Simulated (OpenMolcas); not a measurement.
Tm3+: moving or changing the point charges

Tm3+ among 3 point charges of -1 e arranged as a planar triangle (D3h), 2.52 Å from the ion.
```
   2.5200    0.0000    0.0000  -1.00
  -1.2600    2.1824    0.0000  -1.00
  -1.2600   -2.1824    0.0000  -1.00
```

```
Program             : OpenMolcas
Method              : CASSCF
Basis               : ANO-RCC-VDZP [7s6p4d2f1g]
Scalar Hamiltonian  : DKH2, point nucleus
Active space        : 12 electrons in 7 orbitals (4f)
State averaging     : 2S+1 = 3 even, 21 roots; 2S+1 = 1 even, 27 roots kept (CI in the orbitals of an earlier block)
Spin-orbit coupling : state interaction with AMFI integrals over the reference wave functions
```

Runs around this geometry, states (labels of D3, the rotations of D3h). Energies in cm-1 above the lowest state or level, χT in cm3 K/mol.

```csv
R (Å),Ground state,First state of that spin,First gap with spin-orbit (degeneracies),Width of lowest J,χT at 300 K
2.52,3E,3E 320.2,"271.9 (2, 2)",991,6.971
2.64,3E,3E 282.9,"240.4 (2, 2)",867,7.000
2.96,3E,3E 207.1,"176.2 (2, 2)",622,7.059
```

Taking the width of the lowest J multiplet as R^-n, n = -ln(622 / 991) / ln(2.96 / 2.52) = 2.9 between the shortest and longest distance.

This is an electrostatic model: the charges have no orbitals. No measured value stands beside these numbers.
